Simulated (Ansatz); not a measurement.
One change: `C=CS[Si](O)(O)O` becomes `O[Si](O)(O)O[SiH2]F`.

Ansatz, PBE0-D4/def2-TZVP geometries, multiplicity 1. Each molecule was computed in one conformer, which needn't be the lowest.

```json
{"property": "LUMO energy (PBE0/def2-TZVPP) / eV", "`C=CS[Si](O)(O)O`": "-0.52"}
{"property": "HOMO energy (PBE0/def2-TZVPP) / eV", "`C=CS[Si](O)(O)O`": "-6.84"}
{"property": "HOMO–LUMO gap (ωB97M-V/def2-TZVPP) / eV", "`C=CS[Si](O)(O)O`": "10.46"}
{"property": "size of the dipole moment (B3LYP/def2-TZVPP) / D", "`C=CS[Si](O)(O)O`": "1.54"}
{"property": "HOMO energy (PBE/def2-TZVPP) / eV", "`C=CS[Si](O)(O)O`": "-5.72"}
{"property": "LUMO energy (PBE/def2-TZVPP) / eV", "`C=CS[Si](O)(O)O`": "-1.45"}
```

(1) Give the same properties after the change, and the shifts. (Estimate.)

Results:

(1) Computed: 
```tsv
property	`O[Si](O)(O)O[SiH2]F`	shift
LUMO energy (PBE0/def2-TZVPP) / eV	0.24	0.76
HOMO energy (PBE0/def2-TZVPP) / eV	-9.05	-2.21
HOMO–LUMO gap (ωB97M-V/def2-TZVPP) / eV	13.08	2.62
size of the dipole moment (B3LYP/def2-TZVPP) / D	1.69	0.15
HOMO energy (PBE/def2-TZVPP) / eV	-7.44	-1.72
LUMO energy (PBE/def2-TZVPP) / eV	-0.64	0.81
```

With PBE0 the HOMO falls by 2.21 eV and the LUMO rises by 0.76 eV, so the gap widens by about 2.97 eV. PBE moves the HOMO by -1.72 eV and ωB97M-V by -2.41 eV. Dipoles are sizes alone; their direction can turn.

B3LYP here is the variant with VWN-RPA as its local correlation; programs differ in this.
